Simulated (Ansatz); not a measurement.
Program: Ansatz. Geometries: PBE0-D4/def2-TZVP. ΔE: electronic, gas phase. CCSD(T)/CBS adds triple-zeta CCSD(T) − MP2 to the extrapolated MP2 energy (def2 sets, frozen cores). Functionals use def2-TZVPP. B3LYP here is the variant with VWN-RPA as its local correlation; programs differ in this. Each species was taken in one conformer, which may not be the lowest.

Reaction (redistribution): `[CH3][Al]1[CH2][SiH2]1` + `B[SiH2]CF` → `[CH3][Al]1[CH2][SiH]1F` + `B[SiH2]C`

| level | ΔE (kJ/mol) | difference from CCSD(T)/CBS |
| --- | --- | --- |
| r2SCAN-D4 | -241.8 | 4.4 |
| B3LYP-D4 | -236.0 | 10.2 |
| B2PLYP | -242.8 | 3.4 |
| PBE | -229.0 | 17.2 |
| PBE0 | -234.0 | 12.2 |
| HF/def2-TZVPP | -238.0 | 8.2 |
| SCS-MP2/def2-TZVPP | -246.9 | -0.7 |
| CCSD/def2-TZVPP | -241.4 | 4.8 |
| SCS-MP2/def2-QZVPP | -250.6 | -4.4 |
| MP2/CBS(def2) | -259.1 | -12.9 |
| CCSD(T)/CBS | -246.2 | 0 |

Largest T1 diagnostic among the species: 0.012.

From PBE to PBE0 (25 % exact exchange), in def2-TZVPP and without D4, ΔE moves by −5.0 kJ/mol. In def2-TZVPP, CCSD(T) changes the Hartree–Fock value by −3.2 kJ/mol (the triples alone add +0.1 kJ/mol) and MP2 by −16.1 kJ/mol.
